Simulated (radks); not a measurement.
Values are calculated unless marked as measured or tabulated.
Problem. Isoelectronic series with 7 electrons, each ion in its NIST ground configuration. Code: a radial shooting solver on a logarithmic mesh with Libxc functionals. Model: Dirac Kohn-Sham, PBE, spin-unpolarised, spherical densities, finite nucleus; open shells are shared between the two j in proportion to 2j + 1; Fermi nuclear charge, rms radius of each element as measured or else 0.836 A^(1/3) + 0.57 fm. Total energies (hartree) and mean radii <r> (bohr):

| ion | configuration | E (hartree) | 2p3/2 | 2p1/2 | 2s1/2 | 1s1/2 |
|---|---|---|---|---|---|---|
| N | [He] 2s2 2p3 | -54.45303 | 1.485 | 1.483 | 1.320 | 0.2297 |
| O+ | [He] 2s2 2p3 | -74.39801 | 1.110 | 1.109 | 1.084 | 0.1995 |
| F2+ | [He] 2s2 2p3 | -97.62118 | 0.8968 | 0.8954 | 0.9179 | 0.1762 |
| Ne3+ | [He] 2s2 2p3 | -124.11941 | 0.7549 | 0.7536 | 0.7953 | 0.1577 |
| Al6+ | [He] 2s2 2p3 | -223.28407 | 0.5152 | 0.5137 | 0.5674 | 0.1199 |
| Si7+ | [He] 2s2 2p3 | -262.90929 | 0.4663 | 0.4648 | 0.5179 | 0.1110 |
| P8+ | [He] 2s2 2p3 | -305.82877 | 0.4260 | 0.4244 | 0.4763 | 0.1033 |
| S9+ | [He] 2s2 2p3 | -352.04898 | 0.3922 | 0.3904 | 0.4408 | 0.09659 |
| Cl10+ | [He] 2s2 2p3 | -401.57704 | 0.3633 | 0.3615 | 0.4102 | 0.09068 |

Estimate the row of Mg5+ ([He] 2s2 2p3).

Solution. E (hartree) -186.94725; 2p3/2 0.5758; 2p1/2 0.5744; 2s1/2 0.6274; 1s1/2 0.1303.
